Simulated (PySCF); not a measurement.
```xyz
6
charge 0 multiplicity 3, angstrom
Ru    0.0333    0.0023    0.0000
O     1.6795   -0.0116    0.0000
O    -0.9215    1.5980    0.0000
O    -0.8172   -1.6437    0.0000
H    -0.4855    2.4545    0.0000
H    -1.7757   -1.7231    0.0000
```

Method: UPBE0/[Ru def2-TZVP with ECP28, O def2-TZVP, H def2-TZVP], scalar-relativistic core potentials, density fitting, no spin–orbit coupling, PySCF.

This geometry of RuO(OH)2 is a stationary point at this level.

**Question.** What is the point group?

**Answer.** Cs.

**Question.** Is it a minimum?

**Answer.** No: it has 2 imaginary modes, at 432i cm⁻¹ (a''), 399i cm⁻¹ (a'').

**Question.** Which band is strongest in the infrared?

**Answer.** 3874 cm⁻¹ (a'), 244 km/mol.

**Question.** What are the dipole moment and the gap between the highest occupied and lowest empty levels of either spin?

**Answer.** 2.29 D and 3.81 eV.

**Question.** Give the atomic charges and bond orders.

**Answer.** 
```csv
atom,Mulliken,Löwdin,polar tensor,spin (Mulliken),Mayer order to Ru1
Ru1,1.28,0.58,1.54,1.51,–
O2,-0.52,-0.25,-0.60,0.25,1.83
O3,-0.74,-0.34,-0.81,0.12,0.89
O4,-0.72,-0.33,-0.78,0.13,0.91
H5,0.35,0.17,0.33,0.00,0.02
H6,0.35,0.17,0.32,0.00,0.01
```
Other Mayer orders above 0.3: O–H 0.86 (×2).

This need not be the most stable arrangement of these atoms. Other spin states or occupations of the open shell can lie lower. At this level a triplet minimum of C2 symmetry lies 46 kJ/mol below this structure.
